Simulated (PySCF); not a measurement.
C₆ coefficients of unlike pairs at UHF

Calculated with PySCF 2.14 from the dipole response of each species, C₆(A,B) = (3/π) ∫ α_A(iu) α_B(iu) du, in atomic units, from isotropic polarisabilities. For ions this is the dispersion term alone; charge-induced terms of lower order in 1/R come first.

| species | configuration | basis | relativity | α (bohr³) | C₆ (like pair) |
| --- | --- | --- | --- | --- | --- |
| Tl²⁺ | [Xe] 4f14 5d10 6s1 (2S) | aug-cc-pVQZ-DK3 (10s9p7d4f2g) | spin-free X2C | 14.59 | 86.16 |
| Re | [Xe] 4f14 5d5 6s2 (6S) | aug-cc-pwCVTZ-PP with ECP60MDF (8s8p7d4f3g) | core potential | 96.12 | 1125 |
| Ge⁺ | [Ar] 3d10 4s2 4p1 (2P) | aug-cc-pVQZ-DK (8s7p5d3f2g) | spin-free X2C | 19.82 | 116.5 |
| As²⁺ | [Ar] 3d10 4s2 4p1 (2P) | def2-TZVPPD (7s5p5d1f) | none | 11.38 | 50.35 |

Q: Estimate C₆ for Ge⁺ with Re.

A: The integral gives 344.8. The combination rule 2 C_A C_B / (C_A α_B/α_A + C_B α_A/α_B) gives 328.9 and the geometric mean 361.9.

No spin-orbit coupling is included.

The other pairs:

```
      pair     C₆
As²⁺, Tl²⁺  64.92
  Re, Tl²⁺  278.1
  As²⁺, Re  218.2
 As²⁺, Ge⁺  75.98
 Ge⁺, Tl²⁺  97.16
```
